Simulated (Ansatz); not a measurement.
Total energies of C₆H₉Al (`C=[CH][Al]([CH]=C)[CH]=C`).

```xyz
16

C    -0.363   -0.318   -2.826
C     0.280    0.381   -1.886
Al    0.000    0.000    0.000
C    -1.227   -1.409    0.536
C    -1.432   -1.683    1.827
C     0.949    1.028    1.350
C     1.794    2.001    0.999
H    -1.059   -1.116   -2.576
H    -0.235   -0.136   -3.892
H     0.954    1.159   -2.246
H    -1.785   -2.019   -0.176
H    -2.111   -2.463    2.168
H    -0.926   -1.135    2.619
H     0.833    0.859    2.421
H     1.983    2.252   -0.043
H     2.344    2.599    1.724
```

Total charge 0; spin multiplicity 1. All single points use the PBE0-D4/def2-TZVP geometry. It is one conformer, not always the lowest. Basis def2-TZVPP, Ansatz.

RPA on PBE orbitals: Hartree–Fock energy of these orbitals -474.33672 Eh, correlation -1.74358 Eh (frozen core).

```tsv
functional	kind	energy without D4 (Eh)	D4 term (kJ/mol)
LDA (SPW92)	LDA	-473.23689	–
PBE	GGA	-476.04377	-34.3
revPBE	GGA	-476.38587	-100.1
BLYP	GGA	-476.40265	-73.6
r2SCAN	meta-GGA	-476.33260	-9.2
B97M-V	meta-GGA with VV10	-476.46160	–
PBE0	global hybrid, 25 % exact exchange	-476.09667	-29.4
B3LYP	global hybrid, 20 %	-476.54693	-54.7
r2SCANh	meta-GGA hybrid, 10 %	-476.32038	-9.8
r2SCAN0	meta-GGA hybrid, 25 %	-476.30338	-10.8
HSE06 (plane-wave form)	screened hybrid	-476.07649	-27.6
BHLYP	global hybrid, 50 %	-476.36517	-42.7
CAM-B3LYP	range-separated hybrid	-476.37574	-30.1
LC-ωPBE	long-range corrected hybrid	-476.24753	–
ωB97X-V	range-separated hybrid GGA with VV10	-476.39839	–
ωB97M-V	range-separated hybrid meta-GGA with VV10	-476.37862	–
B2PLYP	double hybrid	-476.17689	–
PBE-QIDH	double hybrid	-475.96946	–
```

B3LYP takes the VWN-RPA correlation (the form of Gaussian; ORCA's B3LYP/G). HSE06 is the plane-wave form, built on full-range PBE exchange. The double hybrids freeze the cores in their second-order part.

LC-ωPBE has ω = 0.4 bohr⁻¹.
